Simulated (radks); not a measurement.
Q: Si3+, 11 electrons, occupied as [Ne] 3s1. Method: Dirac Kohn-Sham, revPBE, spin-unpolarised, spherical densities, finite nucleus; Fermi nuclear charge, rms radius 3.1224 fm; computed with a radial shooting solver on a logarithmic mesh with Libxc functionals. Some entries of the table are withheld. Estimate them.

| orbital | occ. | eigenvalue (eV) | <r> (bohr) |
|---|---|---|---|
| 1s1/2 | 2 | -1823.853 | 0.1112 |
| 2s1/2 | 2 | -175.9727 | 0.5655 |
| 2p1/2 | 2 | (1) | 0.5325 |
| 2p3/2 | 4 | (2) | 0.5346 |
| 3s1/2 | 1 | -39.3312 | 1.852 |
| 3p1/2 | 0 | (3) | 2.061 |
| 3p3/2 | 0 | (4) | 2.065 |

A: 
(1) 2p1/2 eigenvalue (eV): -132.3950
(2) 2p3/2 eigenvalue (eV): -131.7421
(3) 3p1/2 eigenvalue (eV): -30.7005
(4) 3p3/2 eigenvalue (eV): -30.6364
